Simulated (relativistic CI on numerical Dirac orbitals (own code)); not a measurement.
Method of calculation: Dirac-Coulomb-Breit CI, separate exchange-only KLI orbitals for each configuration, a model potential for QED, valence Slater integrals scaled by 0.9, P86 correlation estimate, and configurations built on the next ion tied to the tabulated ionisation energy (semi-empirical) (own radial code, finite nucleus).

Configurations in the expansion (outside the closed core [Ar] 3d10): 4s²4p⁵, 4s²4p⁴4d, 4s²4p⁴5s, 4s²4p⁴5p, 4s²4p⁴5d, 4s²4p⁴6s, 4s²4p⁴4f, 4s²4p⁴5f, 4s4p⁶, 4s²4p³4d², 4s4p⁵4d, 4s4p⁵4f, 4p⁵4d², 4s²4p³4f², 4p⁶4d, 4s4p⁴4d², 4s²4p³4d4f, 4s²4p⁴6p, 4s4p⁵5s, 4s²4p⁴5g, 4s²4p⁴6d, 4p⁵4f², 4s4p⁵5p, 4s²4p³4d5s. Levels of other configurations are missing.

Configurations that consist of the next ion and one excited electron were tied to the tabulated ionisation energy; Rydberg ones are usually within 1,000 to 3,000 cm⁻¹ and the lowest ones within about 6,000 (9,000 in d shells), while levels on excited terms of the next ion carry the error of that term, and the other configurations can be misplaced by 10,000 cm⁻¹ or more. Rates follow the energies as ν³ (E1, M1) or ν⁵ (E2), so rates, branching and lifetimes can be off by large factors. 7 of the 8 excited levels that our extract of the measured tables holds in this range could be paired (the sources list more); they are missed by 12374 cm⁻¹ on average and 32276 at most, and levels without a partner can miss by more.

Outline of the computed level scheme of Nb VII. Lowest level of each configuration: 4s²4p⁵ ²P°3/2 at 0.0000 eV; 4s4p⁶ ²S1/2 at 26.5621 eV; 4s²4p⁴4d ⁴D5/2 at 33.1251 eV; 4s²4p⁴5s ⁴P5/2 at 54.9746 eV; 4s4p⁵4d ⁴P°1/2 at 61.6729 eV; 4s²4p⁴5p ⁴P°3/2 at 62.8927 eV.

Some strong electric-dipole decays among the lowest 45 levels: 4s²4p⁴4d ²D5/2 → 4s²4p⁵ ²P°3/2 (1.7e+11 s⁻¹); 4s²4p⁴4d ²D3/2 → 4s²4p⁵ ²P°1/2 (1.6e+11 s⁻¹); 4s²4p⁴4d ²P3/2 → 4s²4p⁵ ²P°3/2 (1.4e+11 s⁻¹); 4s²4p⁴4d ²S1/2 → 4s²4p⁵ ²P°3/2 (1.4e+11 s⁻¹); 4s²4p⁴4d ²P1/2 → 4s²4p⁵ ²P°1/2 (1.2e+11 s⁻¹); 4s²4p⁴5s ²P3/2 → 4s²4p⁵ ²P°3/2 (2.5e+10 s⁻¹); 4s²4p⁴5s ²P1/2 → 4s²4p⁵ ²P°1/2 (2.4e+10 s⁻¹); 4s²4p⁴4d ²S1/2 → 4s²4p⁵ ²P°1/2 (2.0e+10 s⁻¹).

LS names give the leading component of a level, which can be under half, so a name can repeat, a term be missing and a line seem to break the LS rules.
